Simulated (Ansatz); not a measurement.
FH6HfN3, SMILES `[NH2][Hf]([NH2])([NH2])[F]`. Charge 0, multiplicity 1. Hf takes the def2 core potential.

| atom | x (Å) | y (Å) | z (Å) |
| --- | --- | --- | --- |
| N1 | 1.877 | -0.208 | -0.262 |
| Hf2 | -0.147 | -0.174 | -0.485 |
| N3 | -0.941 | -1.327 | 0.995 |
| N4 | -0.762 | 1.741 | -0.161 |
| F5 | -0.678 | -0.801 | -2.232 |
| H6 | 2.372 | -0.589 | 0.531 |
| H7 | 2.552 | 0.064 | -0.964 |
| H8 | -1.410 | -0.979 | 1.819 |
| H9 | -1.016 | -2.335 | 0.981 |
| H10 | -1.660 | 2.124 | -0.425 |
| H11 | -0.187 | 2.486 | 0.204 |

List the harmonic frequencies (cm⁻¹, unscaled) at PBE0-D4/def2-TZVP in Ansatz. (Best estimate.)

Ansatz gave: 134, 134, 146, 150, 150, 237, 237, 329, 445, 451, 451, 488, 508, 509, 616, 619, 619, 643, 1544, 1544, 1545, 3567, 3567, 3569, 3660, 3660, 3660.

Is this a minimum?

Yes, all 27 modes are real.

Give the ideal-gas thermochemistry at 298.15 K and 1 bar (rigid rotor, harmonic oscillator; point group C3, symmetry number 3).

Zero-point energy 198.5 kJ/mol; H(298) − E = 226.1 kJ/mol; entropy 386.2 J/(mol·K), of which translation 177.5, rotation 105.1, vibration 103.6; G(298) − E = 110.9 kJ/mol.

And at 400, 500, 600, 800 and 1000 K?


```
T (K)  H − E (kJ/mol)  S (J/mol/K)  G − E (kJ/mol)
  400           241.7        431.3            69.2
  500           258.5        468.6            24.2
  600           276.1        500.8           -24.3
  800           313.5        554.5          -130.0
 1000           353.1        598.6          -245.5
```
